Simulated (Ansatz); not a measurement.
Cost and result for the atomization energy of `O[SiH]1CCC1` (13 atoms, 13 bonds).

```xyz
13

O    -1.451   -1.955   -0.351
Si   -0.909   -0.403   -0.233
C     0.696    0.092   -1.056
C     0.966    0.910    0.239
C     0.087    0.131    1.258
H    -2.370   -2.087   -0.584
H    -2.038    0.525   -0.545
H     0.730    0.640   -1.997
H     1.380   -0.760   -1.120
H     0.589    1.930    0.123
H     2.020    0.983    0.515
H     0.643   -0.713    1.677
H    -0.343    0.708    2.076
```

Charge 0, multiplicity 1. All single points use the PBE0-D4/def2-TZVP geometry. It is one conformer, not always the lowest. Program: Ansatz. All runs use 4 threads of an Arm Neoverse V1 on a shared host. Times are those of one run each, without the atoms' runs, and a repeat can differ threefold. Electronic energies, without spin–orbit coupling; frozen cores. CCSD(T)/CBS adds CCSD(T) − MP2 in def2-TZVPP to the MP2 limit, and its time is that of the two runs behind it. T1 = 0.010. B3LYP takes the VWN-RPA correlation (the form of Gaussian; ORCA's B3LYP/G).

CCSD(T)/CBS is a level of theory with its own doubt, some kJ/mol a heavy atom from the limit and from the frozen cores, so smaller differences don't rank the functionals.

```csv
level,functions,wall time,atomization (kcal/mol),difference from CCSD(T)/CBS,per bond
PBE-D4/def2-TZVPP (with forces),278,2.9 s,1234.4,17.2,1.3
PBE0-D4/def2-TZVPP,278,3.3 s,1219.2,2.0,0.2
r2SCAN-D4/def2-TZVPP (with forces),278,5.5 s,1218.6,1.4,0.1
B3LYP-D4/def2-TZVPP (with forces),278,6 s,1212.7,-4.5,-0.3
B2PLYP/def2-TZVPP,278,6.5 s,1202.3,-14.9,-1.1
ωB97X-V/def2-TZVPP,278,9 s,1219.5,2.3,0.2
ωB97M-V/def2-TZVPP (with forces),278,13 s,1220.2,3.0,0.2
MP2/def2-QZVPP,538,38 s,1222.8,5.6,0.4
CCSD(T)/def2-TZVPP,278,3.6 min,1187.6,-29.6,-2.3
CCSD(T)/CBS(def2),–,4.3 min,1217.2,0.0,0.0
```

The D4 term adds +10.1 kcal/mol with B3LYP and +5.3 kcal/mol with PBE0; it sums over pairs of atoms, weighted by their polarisabilities, and B3LYP, whose exchange is more repulsive, gets the larger term. In def2-TZVPP, CCSD(T) changes the Hartree–Fock value by +284.6 kcal/mol (the triples alone add +15.7 kcal/mol) and MP2 by +302.4 kcal/mol; breaking electron pairs costs correlation energy, which Hartree–Fock lacks. From PBE to PBE0 (25 % exact exchange), in def2-TZVPP and without D4, the atomization energy moves by −14.2 kcal/mol: exact exchange takes away binding that semilocal exchange gives to molecules.
